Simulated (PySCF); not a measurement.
C3H6O2Si, SMILES [SiH3]C1OC(O1)=C. Geometry: PBE0-D3(BJ)/def2-SVP. The structure was generated by enumeration, and PubChem lists no compound with its InChIKey, so it may never have been made.

Computed equilibrium geometry at PBE0-D3(BJ)/def2-SVP (PySCF confirms it by a frequency run) as a Z-matrix, and its point group:
point group Cs.
```
C
H 1 1.1066
O 1 1.4294 2 111.37
C 3 1.3639 1 86.64 2 113.99
C 4 1.3272 3 131.90 1 178.89
O 4 1.3639 5 131.90 3 179.58
H 5 1.0883 4 119.58 6 -0.30
H 5 1.0883 7 120.85 4 179.82
Si 1 1.9188 2 114.68 3 -130.31
H 9 1.4885 1 107.72 2 180.00
H 9 1.4914 10 111.09 1 118.60
H 9 1.4914 10 111.09 11 122.81
```
Charge 0, spin multiplicity 1.
